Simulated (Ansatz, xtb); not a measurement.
## Two isomers of C2H10P2Si2

Structure X is `P[Si@@H]1CC[SiH2]P1`, a singlet and structure Y is `C[Si@H]1P[Si@H](C)P1`, a singlet. Both are isolated molecules in the gas phase, relaxed with PBE-D3(BJ)/def2-SVP; each stands in its lowest conformer found.

Q: Estimate which is lower in electronic energy at CCSD(T)/def2-SVP + ΔMP2/def2-TZVPP, and by roughly how much.

A: The CCSD(T)/def2-SVP + ΔMP2/def2-TZVPP calculation puts structure Y lower, by 14.8 kcal/mol.

The same difference at several levels:

```tsv
level	geometry	E(Y) − E(X) (kcal/mol)	departure from the last row (kcal/mol)	job, with rough time for the two
PBE-D3(BJ)/def2-SVP	PBE-D3(BJ)/def2-SVP	−13.9	+0.9	optimisation, 59 s
HF/def2-SVP	PBE-D3(BJ)/def2-SVP	−11.2	+3.5	part of the CCSD(T) run
MP2/def2-SVP	PBE-D3(BJ)/def2-SVP	−12.2	+2.6	part of the CCSD(T) run
CCSD(T)/def2-SVP	PBE-D3(BJ)/def2-SVP	−10.8	+4.0	single point
CCSD(T)/def2-SVP + ΔMP2/def2-TZVPP	PBE-D3(BJ)/def2-SVP	−14.8		single point, 53 s
```

As drawn, Y has 1 P–Si, 2 C–H in place of 1 C–C, 1 P–H, 1 Si–H. Structure X has a 5-membered ring, Y a 4-membered ring.

None of the levels shown reverses the order. The largest departure from CCSD(T)/def2-SVP + ΔMP2/def2-TZVPP is that of CCSD(T)/def2-SVP, 4.0 kcal/mol. Levels run at GFN2-xTB geometries aren't shown. The last row adds to CCSD(T) the change of the MP2 difference between the two basis sets, here −4.0 kcal/mol, a large step that makes the value less sure.

With thermal terms from frequencies at re-optimised GFN2-xTB minima (ideal gas, soft modes damped towards free rotors, one conformer each, 298.15 K, 1 atm): on the last row, ΔE + ΔZPE = −13.1, ΔH = −12.5, ΔG = −13.9 kcal/mol.

The correlated steps freeze 22 core orbitals. Run with Ansatz 0.2.0, xtb 6.7.1; the last row on 4 threads of Intel(R) Xeon(R) Platinum 8259CL CPU @ 2.50GHz (Skylake/Cascade Lake) on a shared host.
